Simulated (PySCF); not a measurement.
SMILES [SiH2](C(C)=O)[SiH2]C#N at its GFN2-xTB optimised geometry (Å):

```
14

C      3.0201    -1.0766     0.0000
C      1.5216    -1.0766     0.0000
O      0.8674    -2.1000     0.0037
Si     0.5464     0.5850     0.0000
Si    -1.6001    -0.2659    -0.1810
C     -2.7410     1.1923    -0.4480
N     -3.4204     2.1000    -0.6158
H      3.4204    -2.0884     0.0146
H      3.3729    -0.5245     0.8689
H      3.3701    -0.5528    -0.8876
H      1.0826     1.4138    -1.0875
H      0.9048     1.2808     1.2434
H     -2.1267    -0.9029     1.0307
H     -1.8475    -1.1132    -1.3510
```

Calculation: CAM-B3LYP/def2-TZVP (PySCF 2.14.0).

Map of the log10 of the electron density (e/bohr³), floored at −4 on the plane z = 1.2 Å:

```
|00000000000000000000000000000|
|00000000000000000000000000000|
|00000000000000000000000000000|
|00000000000000000000000000000|
|00000000000000000000000000000|
|00000000000000000000000000000|
|00001111000000011100000000000|
|00012222110001233321000000000|
|00122333221112345443100000000|
|00123333322224567654210000000|
|00123344332335679865310000000|
|00012344433345789975321100000|
|00012334444455788865333321000|
|00001234555555677764445543100|
|00001245666655566654466654200|
|00001356787655555655578864310|
|00001357898654445665678865310|
|00001356887644445665667764210|
|00000245666543456655556653200|
|00000124454333456654445543100|
|00000012332223455554334432100|
|00000000111012345543223321000|
|00000000000001233332111110000|
|00000000000000112211000000000|
|00000000000000000000000000000|
|00000000000000000000000000000|
|00000000000000000000000000000|
|00000000000000000000000000000|
|00000000000000000000000000000|
```
Scale: ten equal steps from -4.00 (start of '0') to -0.575 (end of '9'), in the order '0123456789'; x runs from -5.50 to 5.50, y from -5.50 (bottom) to 5.50 (top).
